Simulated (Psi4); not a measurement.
C4H5F (SMILES C=C/C=C/F), singlet, at a GFN2-xTB geometry; CCSD/def2-SVP in Psi4 1.11.

Here is a job for Psi4.
```
memory 2 GB

molecule {
0 1
C    -2.25795120    0.05386956    0.94073573
C    -1.26978098    0.39462576    0.12046238
C     0.05117512   -0.18498454    0.18475535
C     1.02992716    0.16407603   -0.64065480
F     2.25128973   -0.38703690   -0.56416094
H    -2.12147919   -0.68698175    1.71103277
H    -3.23402574    0.50106430    0.87202048
H    -1.42648144    1.14089335   -0.64693955
H     0.23554162   -0.93335133    0.94224461
H     0.96461657    0.89618662   -1.43270185
}

set {
  basis def2-svp
  freeze_core true
}

energy('ccsd')
print_variables()
```

Q: Predict the main parts of the log of this Psi4 run.

A: 
```
   => Loading Basis Set <=

    Name: DEF2-SVP
    Role: ORBITAL
    Keyword: BASIS

         ---------------------------------------------------------
                                   SCF
               by Justin Turney, Rob Parrish, Andy Simmonett
                          and Daniel G. A. Smith
                              RHF Reference
         ---------------------------------------------------------

  ==> Geometry <==

    Molecular point group: c1
    Full point group: C1

    Geometry (in Angstrom), charge = 0, multiplicity = 1:

       Center              X                  Y                   Z               Mass
    ------------   -----------------  -----------------  -----------------  -----------------
         C           -2.366031601180     0.071874734290     0.968465780501    12.000000000000
         C           -1.377861381180     0.412630934290     0.148192430501    12.000000000000
         C           -0.056905281180    -0.166979365710     0.212485400501    12.000000000000
         C            0.921846758820     0.182081204290    -0.612924749499    12.000000000000
         F            2.143209328820    -0.369031725710    -0.536430889499    18.998403162730
         H           -2.229559591180    -0.668976575710     1.738762820501     1.007825032230
         H           -3.342106141180     0.519069474290     0.899750530501     1.007825032230
         H           -1.534561841180     1.158898524290    -0.619209499499     1.007825032230
         H            0.127461218820    -0.915346155710     0.969974660501     1.007825032230
         H            0.856536168820     0.914191794290    -1.404971799499     1.007825032230

  Running in c1 symmetry.

  Rotational constants: A =      1.16055  B =      0.07306  C =      0.06873 [cm^-1]
  Rotational constants: A =  34792.51425  B =   2190.22877  C =   2060.51686 [MHz]
  Nuclear repulsion =  152.137926324690881

  Charge       = 0
  Multiplicity = 1
  Electrons    = 38
  Nalpha       = 19
  Nbeta        = 19

  ==> Algorithm <==

  SCF Algorithm Type is PK.
  DIIS enabled.
  MOM disabled.
  Fractional occupation disabled.
  Guess Type is SAD.
  Energy threshold   = 1.00e-08
  Density threshold  = 1.00e-08
  Integral threshold = 1.00e-12

  ==> Primary Basis <==

  Basis Set: DEF2-SVP
    Blend: DEF2-SVP
    Number of shells: 45
    Number of basis functions: 95
    Number of Cartesian functions: 100
    Spherical Harmonics?: true
    Max angular momentum: 2

  ==> Integral Setup <==

  Using in-core PK algorithm.
   Calculation information:
      Number of atoms:                  10
      Number of AO shells:              45
      Number of primitives:             85
      Number of atomic orbitals:       100
      Number of basis functions:        95

      Integral cutoff                 1.00e-12
      Number of threads:                 1

  Performing in-core PK
  Using 20798160 doubles for integral storage.
  We computed 469934 shell quartets total.
  Whereas there are 536130 unique shell quartets.

  ==> DiskJK: Disk-Based J/K Matrices <==

    J tasked:                  Yes
    K tasked:                  Yes
    wK tasked:                  No
    Schwarz Cutoff:          1E-12

  Minimum eigenvalue in the overlap matrix is 1.5885799878E-03.
  Reciprocal condition number of the overlap matrix is 2.8360076369E-04.
    Using symmetric orthogonalization.

  ==> Pre-Iterations <==

  SCF Guess: Superposition of Atomic Densities via on-the-fly atomic UHF (no occupation information).

   -------------------------
    Irrep   Nso     Nmo
   -------------------------
     A         95      95
   -------------------------
    Total      95      95
   -------------------------

  ==> Iterations <==

                        Total Energy        Delta E     RMS |[F,P]|

   @RHF iter SAD:  -252.76901375589509   -2.52769e+02   0.00000e+00
   @RHF iter   1:  -253.47189382671561   -7.02880e-01   4.26398e-03 ADIIS/DIIS
[...]
  @RHF Final Energy:  -253.57688151069482
    Total Energy =                       -253.5768815106948182
[...]
    SCS-MP2         =     False
    SCSN-MP2        =     False
    SCS-CCSD        =     False

MP2 correlation energy -0.7083719904772416
                Solving CC Amplitude Equations
                ------------------------------
  Iter             Energy              RMS        T1Diag      D1Diag    New D1Diag    D2Diag
  ----     ---------------------    ---------   ----------  ----------  ----------   --------
     0        -0.708371990477242    0.000e+00    0.000000    0.000000    0.000000    0.167733
     1        -0.727577055596275    8.101e-02    0.009937    0.028133    0.028133    0.179785
     2        -0.746208265895377    3.173e-02    0.009948    0.028563    0.028563    0.195344
     3        -0.751412449888327    1.521e-02    0.011679    0.033084    0.033084    0.204320
     4        -0.751382206045366    4.624e-03    0.011906    0.033793    0.033793    0.207311
     5        -0.751420913471359    1.923e-03    0.011977    0.034171    0.034171    0.208747
     6        -0.751444627257719    6.282e-04    0.011993    0.034236    0.034236    0.209093
     7        -0.751435042407629    2.697e-04    0.011994    0.034255    0.034255    0.209154
     8        -0.751430693244365    1.114e-04    0.011996    0.034270    0.034270    0.209169
     9        -0.751434124667917    4.909e-05    0.011998    0.034275    0.034275    0.209177
    10        -0.751432125937317    1.986e-05    0.011999    0.034279    0.034279    0.209177
    11        -0.751431995340688    5.449e-06    0.011999    0.034279    0.034279    0.209177
    12        -0.751431706909111    2.257e-06    0.011999    0.034280    0.034280    0.209177
    13        -0.751431633290597    8.027e-07    0.011999    0.034279    0.034279    0.209177
    14        -0.751431603928130    3.297e-07    0.011999    0.034279    0.034279    0.209177
    15        -0.751431597478619    1.453e-07    0.011999    0.034279    0.034279    0.209177
    16        -0.751431596190979    6.041e-08    0.011999    0.034279    0.034279    0.209177

    Iterations converged.

    Largest TIA Amplitudes:
             13  16         0.0283794753
              7   0         0.0230791344
             12  14         0.0212588164
             12   0        -0.0153838378
              7   3        -0.0142800162
             13  19        -0.0116110195
             13  34         0.0101536515
              5   7         0.0072398451
             12  37         0.0067727187
             12  16         0.0064575304

    Largest TIjAb Amplitudes:
     13  13   0   0        -0.1193814555
     12  13   0   3        -0.0631759716
     13  12   3   0        -0.0631759716
     12  12   0   0        -0.0542671823
     12  12   3   3        -0.0498175736
     12  13   3   0        -0.0487113757
     13  12   0   3        -0.0487113757
     13  13   3   3        -0.0471346114
     13  13   0  20        -0.0235651159
     13  13  20   0        -0.0235651159

    SCF energy       (wfn)                    = -253.576881510694818
    Reference energy (file100)                = -253.576881510696779

    Opposite-spin MP2 correlation energy      =   -0.532015667166515
    Same-spin MP2 correlation energy          =   -0.176356323310726
    Singles MP2 correlation energy            =   -0.000000000000000
    MP2 correlation energy                    =   -0.708371990477242
      * MP2 total energy                      = -254.285253501174026

    Opposite-spin CCSD correlation energy     =   -0.592292276163479
    Same-spin CCSD correlation energy         =   -0.159139320027500
    Singles CCSD correlation energy           =    0.000000000000000
    CCSD correlation energy                   =   -0.751431596190979
      * CCSD total energy                     = -254.328313106887748

  Variable Map:
  ----------------------------------------------------------------------------
[...]
  Array Variable Map:
  ----------------------------------------------------------------------------
[...]
[...]
```
